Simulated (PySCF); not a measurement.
PySCF input:

```python
from pyscf import gto, scf, dft

mol = gto.M(
    atom='''
    Si   -0.00000000   -0.00000000   -1.51599915
    Br    0.00000000    0.00000000    0.60639966
    ''',
    basis='def2-tzvpd',
    charge=1,
    spin=0,
    verbose=4,
)

mf = dft.RKS(mol, xc='tpss').density_fit(auxbasis='def2-universal-jkfit')
mf.grids.level = 3
mf.conv_tol = 1e-9
mf.max_cycle = 100
mf.max_memory = 1500
mf.kernel()
if not mf.converged:
    mf = mf.newton()
    mf.kernel(mf.make_rdm1())
mf.analyze()
```

**Question.** What final total energy does it print?

**Answer.** -2863.28282 Eh (TPSS/def2-TZVPD).
